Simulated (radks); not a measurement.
Values are calculated unless marked as measured or tabulated.
Excited configurations of Te I: one electron is placed in a higher orbital outside [Kr] 4d10 5s2 5p3. The ground configuration is [Kr] 4d10 5s2 5p4. Code: a radial shooting solver on a logarithmic mesh with Libxc functionals. Model: scalar-relativistic Kohn-Sham, r2SCAN, spin-polarised, spherical densities, finite nucleus; open shells are filled with parallel spins first (spin-orbit coupling, left out, can overturn this in heavy ions); meta-GGA in the generalised Kohn-Sham scheme; Fermi nuclear charge, rms radius 4.7423 fm. Excitation = E - E(ground); binding = E(ion) - E, where the ion is the core of charge +1; n* = 1/sqrt(2 binding) in atomic units, and the quantum defect is n - n*.

[
 {"outer orbital": "5d", "excitation (eV)": "6.403", "binding (eV)": "1.999", "n*": "2.609", "quantum defect": "2.391", "eigenvalue (eV)": "-0.638", "<r> (bohr)": "7.135"},
 {"outer orbital": "6s", "excitation (eV)": "5.008", "binding (eV)": "3.394", "n*": "2.002", "quantum defect": "3.998", "eigenvalue (eV)": "-2.066", "<r> (bohr)": "6.307"},
 {"outer orbital": "6p", "excitation (eV)": "6.158", "binding (eV)": "2.244", "n*": "2.462", "quantum defect": "3.538", "eigenvalue (eV)": "-1.301", "<r> (bohr)": "8.600"},
 {"outer orbital": "7s", "excitation (eV)": "6.845", "binding (eV)": "1.557", "n*": "2.956", "quantum defect": "4.044", "eigenvalue (eV)": "-0.962", "<r> (bohr)": "13.57"},
 {"outer orbital": "7p", "excitation (eV)": "7.220", "binding (eV)": "1.182", "n*": "3.393", "quantum defect": "3.607", "eigenvalue (eV)": "-0.732", "<r> (bohr)": "17.39"},
 {"outer orbital": "7d", "excitation (eV)": "7.651", "binding (eV)": "0.752", "n*": "4.254", "quantum defect": "2.746", "eigenvalue (eV)": "-0.447", "<r> (bohr)": "26.30"}
]

The Delta-SCF ionisation energy is 8.402 eV (NIST Atomic Spectra Database: 9.010 eV, measured). Self-interaction in the functional shifts the binding energies and quantum defects, so they are the method's values and not measured ones. Open shells are spherical and high-spin; term and fine-structure splittings are not resolved. Spin-orbit splitting is averaged out at the scalar-relativistic level.
